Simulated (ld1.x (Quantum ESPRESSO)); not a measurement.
**Plane-wave convergence, PAW potential for O (Z = 8)**

oxygen (O), PAW, made with ld1.x (Quantum ESPRESSO) 7.5 (LDA (PZ), scalar-relativistic). Core [He], reference 2s2 2p3 (charge +1). Waves: 2s (bound): rcut 0.65, rcutus 0.75 bohr; 2s channel at -2.55 Ry: rcut 0.65, rcutus 0.75 bohr; 2p (bound): rcut 0.85, rcutus 1.10 bohr; 2p channel at -1.4 Ry: rcut 0.85, rcutus 1.10 bohr. Local part: all-electron potential smoothed inside 1.05 bohr (lloc = -1). Core correction: Bessel-smoothed model core inside 0.55 bohr. Augmentation charge: PSQ, inside the norm-conserving radii.

The pseudo-atom Hamiltonian at the reference potential is diagonalised in spherical Bessel functions j_l(qr) that vanish at 20 bohr, with q² up to the cutoff. All-electron valence levels (Ry): 2s -2.8956, 2p -1.8071.

**Question.** How do the lowest levels (Ry) of each channel move with the cutoff, and are there ghosts?

**Answer.**

| cutoff (Ry) | s #1 | p #1 | d #1 | f #1 | Σ f·Δε (mRy) |
| --- | --- | --- | --- | --- | --- |
| 8 | -2.8023 | -0.8968 | -0.1279 | -0.0417 | 2918.7 |
| 12 | -2.8509 | -1.1037 | -0.1282 | -0.0417 | 2200.9 |
| 18 | -2.8543 | -1.3780 | -0.1283 | -0.0417 | 1370.9 |
| 25 | -2.8592 | -1.6064 | -0.1283 | -0.0417 | 675.9 |
| 35 | -2.8750 | -1.7528 | -0.1284 | -0.0417 | 205.2 |
| 45 | -2.8864 | -1.7947 | -0.1284 | -0.0417 | 56.7 |
| 55 | -2.8928 | -1.8045 | -0.1284 | -0.0417 | 14.6 |
| 70 | -2.8952 | -1.8070 | -0.1284 | -0.0417 | 2.3 |
| 90 | -2.8954 | -1.8070 | -0.1284 | -0.0417 | 1.6 |
| 110 | -2.8955 | -1.8072 | -0.1284 | -0.0417 | 0.8 |
| 140 | -2.8957 | -1.8073 | -0.1284 | -0.0417 | 0.3 |
| 400 | -2.8958 | -1.8073 | -0.1284 | -0.0417 | 0.0 |

Result: no extra level below or beside the all-electron valence levels (s, p, d, f tested); 10 mRy is reached at 60 Ry and 1 mRy at 110 Ry.

Test run stopped at test 7 of 9 (negative rho).
